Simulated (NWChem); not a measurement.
MgO; SMILES [O]=[Mg]

Program: NWChem. Coordinates come from a PBE-D3(BJ)/def2-SVP optimisation.

Q: Taking TPSS/pcseg-2 as the yardstick, which of these has the fewest basis functions while keeping “highest occupied level (eV)” within 0.2 eV of it: TPSS/aug-pcseg-1; TPSS/def2-SVP; TPSS/pcseg-1?

A: TPSS/def2-SVP.
```
level             basis functions  highest occupied level (eV)
----------------  ---------------  ---------------------------
TPSS/pcseg-1                   24                        -4.27
TPSS/def2-SVP                  32                        -4.79
TPSS/aug-pcseg-1               37                        -4.80
TPSS/pcseg-2                   49                        -4.77
```

The yardstick is one finite set, not the basis-set limit.
